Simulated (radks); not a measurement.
All-electron atom: Tm25+ in [Kr] 4d8 (the NIST ground configuration).

All-electron calculation, non-relativistic Kohn-Sham, LDA (Slater exchange, Perdew-Wang correlation), spin-unpolarised, spherical densities, point nucleus; relativity is left out, which matters for an element this heavy. Program: a radial shooting solver on a logarithmic mesh with Libxc functionals.

Energy parts (eV):
total: -344482.09
kinetic: 344378.24
electron-nucleus: -782305.69
Hartree: 99786.81
exchange-correlation: -6341.45

Orbitals (lengths in bohr, moments of r in powers of bohr; r(90%) holds 90 % of the orbital's charge):
| orbital | occ. | eigenvalue (eV) | r(90%) | <1/r> |
|---|---|---|---|---|
| 1s | 2 | -55844.12 | 0.0391 | 68.41 |
| 2s | 2 | -9716.633 | 0.143 | 15.97 |
| 2p | 6 | -9319.348 | 0.127 | 16.01 |
| 3s | 2 | -2797.070 | 0.346 | 6.118 |
| 3p | 6 | -2617.403 | 0.338 | 6.065 |
| 3d | 10 | -2282.289 | 0.310 | 5.970 |
| 4s | 2 | -1109.618 | 0.706 | 2.839 |
| 4p | 6 | -1034.316 | 0.715 | 2.775 |
| 4d | 8 | -898.7866 | 0.729 | 2.646 |

The highest occupied level is 4d at -898.79 eV. Virial ratio -V/T = 2.00030.
